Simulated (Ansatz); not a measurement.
Ideal-gas functions of CH₅GeS, SMILES `C[S][GeH2]` radical at 400 K and 1 bar, from an Ansatz frequency run at PBE0-D4/def2-TZVP.

Molar mass 121.73 g/mol, point group C1 (symmetry number 1), electronic degeneracy 2, moments of inertia 34.84, 179.867, 208.999 u Å². Harmonic wavenumbers (cm⁻¹, unscaled): 114, 161, 176, 413, 573, 598, 732, 815, 967, 984, 1347, 1466, 1473, 2040, 2106, 3064, 3156, 3159.

Use S(trans) = R[1.5 ln M + 2.5 ln T − 1.1517]; rotational temperatures θ = 24.2544 K / I; S(rot) = R[ln(√π/σ · √(T³/θAθBθC)) + 1.5]; for each mode x = 1.438777 ν̃/T, S = R[x/(eˣ − 1) − ln(1 − e⁻ˣ)] and H = RT x/(eˣ − 1); 1 cm⁻¹ = 0.0119627 kJ/mol; R = 8.31446 J/(mol·K).

Question: By hand: the entropy, in J/(mol·K).

Answer: Translation 174.9. Rotation: θ = 0.6962, 0.1348, 0.1161 K, giving 110.7. Vibration, mode by mode: 15.78, 12.97, 12.25, 5.75, 3.63, 3.38, 2.32, 1.83, 1.18, 1.12, 0.39, 0.27, 0.26, 0.05, 0.04, 0.00, 0.00, 0.00, in all 61.2. Electronic 5.8. Sum 352.6 J/(mol·K).

Question: By hand: H − E and G − E in kJ/mol, counted from the electronic energy.

Answer: Zero-point energy ½ × 23344 × 0.0119627 = 139.6; thermal vibration 13.2; translation, rotation and pV give 4 RT = 13.3. H − E = 166.1 kJ/mol, and G − E = 166.1 − 400 × 352.6/1000 = 25.1 kJ/mol.

Vibration gives 17 % of the entropy, 15.8 J/(mol·K) of it from the mode under 150 cm⁻¹: soft modes count most, and the harmonic formula is weakest for them. The sum counts one conformer and one mirror image; others add a mixing term.
